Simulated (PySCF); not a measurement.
Ionisation energy of Pt by level of theory

Pt [Xe] 4f14 5d9 6s1 (3D) → Pt+ [Xe] 4f14 5d9 (2D), as a difference of total energies. Calculation: PySCF 2.14, in def2-TZVPPD with the def2 core potential (60 electrons); a scalar-relativistic core potential. Correlated levels: valence and next inner shell: nothing frozen outside the core potential. The calculations carry no spin-orbit coupling.

| method | ionisation energy (eV) |
| --- | --- |
| UHF | 7.576 |
| MP2 (valence and next inner shell) | 9.060 |
| SCS-MP2 (valence and next inner shell) | 8.812 |
| CCSD (valence and next inner shell) | 8.740 |
| CCSD(T) (valence and next inner shell) | 8.809 |

Question: How much does correlation contribute at CCSD(T) (valence and next inner shell)?

Answer: 8.809 − (7.576) = 1.233 eV, measured against UHF.

The reference lies between the lowest fine-structure levels, while these numbers refer to the centres of the terms.

Errors of the correlated levels include the incompleteness of this basis.

For comparison: 8.959 eV (measured; NIST Atomic Spectra Database, ionization energies).
